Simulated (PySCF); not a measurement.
HP (SMILES [PH]), triplet, at a GFN2-xTB geometry, atoms displaced at random by about 0.03 Å a coordinate. Base run: PBE0/def2-TZVP, gradient (PySCF).

Input for PySCF:
```python
from pyscf import gto, scf, dft

mol = gto.M(
    atom='''
P     0.013670   -0.024220   -0.078541
H     0.038722   -0.050622    1.337174
''',
    basis='def2-tzvp',
    charge=0,
    spin=2,
    verbose=4,
)

mf = dft.UKS(mol)
mf.xc = 'pbe0'
mf.kernel()
g = mf.nuc_grad_method()
grad = g.kernel()
```

The coordinate followed is x of atom 2.

The base run was repeated with changes; each row names its change, and settings that it needs were set with it.

```csv
change,dE/dx (Eh/bohr),net force (Eh/bohr)
base,-0.000086,0.000001
density fitting = on; auxbasis_response = off,-0.000087,0.000451
grids.level = 5; grid_response = on,-0.000086,0.000000
finite difference step (bohr) = 1e-3; conv_tol = 1e-11,-0.000086,-
density fitting = on,-0.000087,0.000001
grids.level = 1; grid_response = off,-0.000085,0.000023
grids.level = 1; grid_response = on,-0.000087,0.000000
finite difference step (bohr) = 0.01; conv_tol = 1e-11,-0.000086,-
grid_response = on,-0.000086,0.000000
conv_tol = 1e-11,-0.000086,0.000001
conv_tol = 1e-4,-0.000088,0.000001
grids.level = 5; grid_response = off,-0.000086,0.000000
```

The net force is zero for an exact gradient.

Open shells are given as the SCF converged; they aren't shown to be the lowest states, and a large step between rows can be another state.
